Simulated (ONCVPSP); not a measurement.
**Plane-wave convergence, ONCV potential for boron**

```
Element                 : boron (B)
Generator               : ONCVPSP 4.0.1
Type                    : optimised norm-conserving Vanderbilt (ONCV)
Functional              : PBE
Relativity              : scalar-relativistic
Frozen core             : [He]
Valence charge          : 3
Reference configuration : 2s2 (charge +1)
Partial waves           : 2s: rc 1.60 bohr, ncon 3, nbas 6, qcut 4.2 1/bohr, 1 projector; p scattering state at 0.39 Ha: rc 1.20 bohr, ncon 4, nbas 8, qcut 7.7 1/bohr, 3 projectors, debl 2.9 Ha; d scattering state at 0.18 Ha: rc 1.75 bohr, ncon 3, nbas 6, qcut 6 1/bohr, 2 projectors, debl 1.8 Ha
Local potential         : polynomial inside 0.95 bohr (lpopt 1, dvloc0 6 Ha)
Core correction         : Teter function, fcfact 2.25, rcfact 1.75
```

In the p channel the program set the typed energies aside and used 0.050, 2.950, 5.850 Ha.

Problem. For each optimised wave give the share of its norm inside rc, the residual kinetic energy above qcut (Ha) and the cutoffs (Ha) for errors of 10, 1, 0.1 and 0.01 mHa per electron.

Solution.

| wave | norm inside rc | residual KE | 10 mHa | 1 mHa | 0.1 mHa | 0.01 mHa |
| --- | --- | --- | --- | --- | --- | --- |
| 2s | 0.462 | 8.3e-04 | 4.7 | 8.6 | 31.9 | 56.8 |
| p projector 1 | 0.097 | 7.2e-05 | 12.2 | 21.1 | 28.7 | 113.6 |
| p projector 2 | 0.090 | 8.0e-04 | 20.5 | 29.1 | 53.1 | 140.8 |
| p projector 3 | 0.065 | 3.1e-03 | 24.7 | 33.6 | 60.3 | 158.9 |
| d projector 1 | 0.096 | 1.1e-06 | 3.5 | 7.0 | 11.1 | 14.8 |
| d projector 2 | 0.142 | 3.4e-05 | 7.5 | 12.1 | 16.2 | 21.0 |

The occupied waves need 8.6 Ha and 32 Ha for 1 and 0.1 mHa.
